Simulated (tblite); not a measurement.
Parent: `[CH3:1][NH:2][SiH2:3][Si:4]([OH:5])([OH:6])[SiH3:7]` with C1–N2–Si3–Si4 176°, N2–Si3–Si4–O5 124°, Si3–Si4–O5–H 132°, Si3–Si4–O6–H 65°, CH11NO2Si3.

The geometries are computed with GFN2-xTB (gas phase). One conformer each, not checked by frequencies here.

```csv
coordinate of the parent,value
C1–N2,1.440 Å
N2–Si3,1.722 Å
Si3–Si4,2.299 Å
Si4–O5,1.636 Å
Si4–O6,1.652 Å
Si4–Si7,2.324 Å
C1–N2–Si3,122.0°
N2–Si3–Si4,104.0°
Si3–Si4–O5,105.6°
Si3–Si4–O6,109.5°
Si3–Si4–Si7,121.1°
O5–Si4–O6,101.1°
O5–Si4–Si7,109.2°
O6–Si4–Si7,108.5°
```

**Question.** How does the shared frame change in `[CH3:1][NH:2][Si@H:3]([OH:4])[Si:5]([OH:6])([OH:7])[SiH3:8]` with C1–N2–Si3–O4 57°, N2–Si3–O4–H 51°, N2–Si3–Si5–O6 36°, Si3–Si5–O6–H 65°, Si3–Si5–O7–H 153°, CH11NO3Si3? Atoms pair as C1 = C1, N2 = N2, Si3 = Si3, Si4 = Si5, O5 = O7, O6 = O6, Si7 = Si8 (parent first).

**Answer.** 
```tsv
parent	relative	value in the relative	change
C1–N2	C1–N2	1.447 Å	+0.007
N2–Si3	N2–Si3	1.739 Å	+0.017
Si3–Si4	Si3–Si5	2.297 Å	-0.002
Si4–O5	Si5–O7	1.638 Å	+0.002
Si4–O6	Si5–O6	1.656 Å	+0.004
Si4–Si7	Si5–Si8	2.322 Å	-0.002
C1–N2–Si3	C1–N2–Si3	121.7°	-0.3
N2–Si3–Si4	N2–Si3–Si5	120.6°	+16.6
Si3–Si4–O5	Si3–Si5–O7	103.3°	-2.3
Si3–Si4–O6	Si3–Si5–O6	111.9°	+2.4
Si3–Si4–Si7	Si3–Si5–Si8	120.2°	-0.9
O5–Si4–O6	O7–Si5–O6	101.9°	+0.8
O5–Si4–Si7	O7–Si5–Si8	110.6°	+1.4
O6–Si4–Si7	O6–Si5–Si8	107.4°	-1.1
```

Of the parent's bonds, N2–Si3 changes most (+0.017 Å). Bonds of the relative outside the shared frame: Si3–O4 1.638 Å.

**Question.** How does the shared frame change in `[CH3:1][NH:2][Si@@H:3]([O:4][SiH3:5])[Si:6]([OH:7])([OH:8])[SiH3:9]` with C1–N2–Si3–O4 45°, N2–Si3–O4–Si5 33°, N2–Si3–Si6–O7 71°, Si3–Si6–O7–H -60°, Si3–Si6–O8–H -96°, CH13NO3Si4? Atoms pair as C1 = C1, N2 = N2, Si3 = Si3, Si4 = Si6, O5 = O7, O6 = O8, Si7 = Si9 (parent first).

**Answer.** 
```
     parent     relative  value in the relative  change
      C1–N2        C1–N2                1.444 Å  +0.004
     N2–Si3       N2–Si3                1.730 Å  +0.008
    Si3–Si4      Si3–Si6                2.289 Å  -0.010
     Si4–O5       Si6–O7                1.653 Å  +0.017
     Si4–O6       Si6–O8                1.633 Å  -0.019
    Si4–Si7      Si6–Si9                2.326 Å  +0.002
  C1–N2–Si3    C1–N2–Si3                 120.1°    -1.9
 N2–Si3–Si4   N2–Si3–Si6                 107.9°    +3.9
 Si3–Si4–O5   Si3–Si6–O7                 108.5°    +2.9
 Si3–Si4–O6   Si3–Si6–O8                 110.0°    +0.5
Si3–Si4–Si7  Si3–Si6–Si9                 120.0°    -1.1
  O5–Si4–O6    O7–Si6–O8                 101.6°    +0.5
 O5–Si4–Si7   O7–Si6–Si9                 110.5°    +1.3
 O6–Si4–Si7   O8–Si6–Si9                 104.7°    -3.8
```

Of the parent's bonds, Si4–O6 changes most (-0.019 Å). Bonds of the relative outside the shared frame: Si3–O4 1.637, O4–Si5 1.611 Å.

**Question.** How does the shared frame change in `[CH3:1][CH2:2][Si@H:3]([NH:4][CH3:5])[Si:6]([OH:7])([OH:8])[SiH3:9]` with C1–C2–Si3–N4 69°, C2–Si3–N4–C5 50°, C2–Si3–Si6–O7 -140°, Si3–Si6–O7–H 172°, Si3–Si6–O8–H -49°, C3H15NO2Si3? Atoms pair as C1 = C5, N2 = N4, Si3 = Si3, Si4 = Si6, O5 = O7, O6 = O8, Si7 = Si9 (parent first).

**Answer.** 
| parent | relative | value in the relative | change |
| --- | --- | --- | --- |
| C1–N2 | C5–N4 | 1.442 Å | +0.002 |
| N2–Si3 | N4–Si3 | 1.724 Å | +0.002 |
| Si3–Si4 | Si3–Si6 | 2.301 Å | +0.002 |
| Si4–O5 | Si6–O7 | 1.644 Å | +0.008 |
| Si4–O6 | Si6–O8 | 1.648 Å | -0.004 |
| Si4–Si7 | Si6–Si9 | 2.315 Å | -0.009 |
| C1–N2–Si3 | C5–N4–Si3 | 122.9° | +0.9 |
| N2–Si3–Si4 | N4–Si3–Si6 | 106.3° | +2.3 |
| Si3–Si4–O5 | Si3–Si6–O7 | 99.3° | -6.3 |
| Si3–Si4–O6 | Si3–Si6–O8 | 112.1° | +2.6 |
| Si3–Si4–Si7 | Si3–Si6–Si9 | 125.0° | +3.9 |
| O5–Si4–O6 | O7–Si6–O8 | 108.7° | +7.6 |
| O5–Si4–Si7 | O7–Si6–Si9 | 112.7° | +3.5 |
| O6–Si4–Si7 | O8–Si6–Si9 | 98.8° | -9.7 |

Of the parent's bonds, Si4–O5 and Si4–Si7 change most and about equally (-0.009 to +0.008 Å). Bonds of the relative outside the shared frame: C1–C2 1.526, C2–Si3 1.927 Å.

**Question.** How does the shared frame change in `[CH3:1][NH:2][Si@@H:3]([NH2:4])[Si:5]([OH:6])([OH:7])[SiH3:8]` with C1–N2–Si3–N4 59°, N2–Si3–N4–H -53° and 169°, N2–Si3–Si5–O6 174°, Si3–Si5–O6–H -171°, Si3–Si5–O7–H 38°, CH12N2O2Si3? Atoms pair as C1 = C1, N2 = N2, Si3 = Si3, Si4 = Si5, O5 = O7, O6 = O6, Si7 = Si8 (parent first).

**Answer.** 
```json
{"parent": "C1–N2", "relative": "C1–N2", "value in the relative": "1.440 Å", "change": "0.000"}
{"parent": "N2–Si3", "relative": "N2–Si3", "value in the relative": "1.725 Å", "change": "+0.003"}
{"parent": "Si3–Si4", "relative": "Si3–Si5", "value in the relative": "2.285 Å", "change": "-0.014"}
{"parent": "Si4–O5", "relative": "Si5–O7", "value in the relative": "1.647 Å", "change": "+0.011"}
{"parent": "Si4–O6", "relative": "Si5–O6", "value in the relative": "1.650 Å", "change": "-0.002"}
{"parent": "Si4–Si7", "relative": "Si5–Si8", "value in the relative": "2.314 Å", "change": "-0.010"}
{"parent": "C1–N2–Si3", "relative": "C1–N2–Si3", "value in the relative": "121.7°", "change": "-0.3"}
{"parent": "N2–Si3–Si4", "relative": "N2–Si3–Si5", "value in the relative": "108.7°", "change": "+4.7"}
{"parent": "Si3–Si4–O5", "relative": "Si3–Si5–O7", "value in the relative": "113.3°", "change": "+7.7"}
{"parent": "Si3–Si4–O6", "relative": "Si3–Si5–O6", "value in the relative": "98.3°", "change": "-11.2"}
{"parent": "Si3–Si4–Si7", "relative": "Si3–Si5–Si8", "value in the relative": "125.6°", "change": "+4.5"}
{"parent": "O5–Si4–O6", "relative": "O7–Si5–O6", "value in the relative": "108.7°", "change": "+7.6"}
{"parent": "O5–Si4–Si7", "relative": "O7–Si5–Si8", "value in the relative": "98.8°", "change": "-10.4"}
{"parent": "O6–Si4–Si7", "relative": "O6–Si5–Si8", "value in the relative": "111.9°", "change": "+3.4"}
```

Of the parent's bonds, Si3–Si4 changes most (-0.014 Å). Bonds of the relative outside the shared frame: Si3–N4 1.734 Å.

**Question.** How does the shared frame change in `[CH3:1][NH:2][SiH:3]([NH:4][CH3:5])[Si:6]([OH:7])([OH:8])[SiH3:9]` with C1–N2–Si3–N4 171°, N2–Si3–N4–C5 167°, N2–Si3–Si6–O7 -83°, Si3–Si6–O7–H 65°, Si3–Si6–O8–H 139°, C2H14N2O2Si3? Atoms pair as C1 = C1, N2 = N2, Si3 = Si3, Si4 = Si6, O5 = O7, O6 = O8, Si7 = Si9 (parent first).

**Answer.** 
| parent | relative | value in the relative | change |
| --- | --- | --- | --- |
| C1–N2 | C1–N2 | 1.441 Å | +0.001 |
| N2–Si3 | N2–Si3 | 1.731 Å | +0.009 |
| Si3–Si4 | Si3–Si6 | 2.315 Å | +0.016 |
| Si4–O5 | Si6–O7 | 1.658 Å | +0.022 |
| Si4–O6 | Si6–O8 | 1.638 Å | -0.014 |
| Si4–Si7 | Si6–Si9 | 2.322 Å | -0.002 |
| C1–N2–Si3 | C1–N2–Si3 | 121.0° | -1.0 |
| N2–Si3–Si4 | N2–Si3–Si6 | 107.9° | +3.9 |
| Si3–Si4–O5 | Si3–Si6–O7 | 110.2° | +4.6 |
| Si3–Si4–O6 | Si3–Si6–O8 | 103.7° | -5.8 |
| Si3–Si4–Si7 | Si3–Si6–Si9 | 123.1° | +2.0 |
| O5–Si4–O6 | O7–Si6–O8 | 101.2° | +0.1 |
| O5–Si4–Si7 | O7–Si6–Si9 | 107.1° | -2.1 |
| O6–Si4–Si7 | O8–Si6–Si9 | 109.5° | +1.0 |

Of the parent's bonds, Si4–O5 changes most (+0.022 Å). Bonds of the relative outside the shared frame: Si3–N4 1.732, N4–C5 1.443 Å.
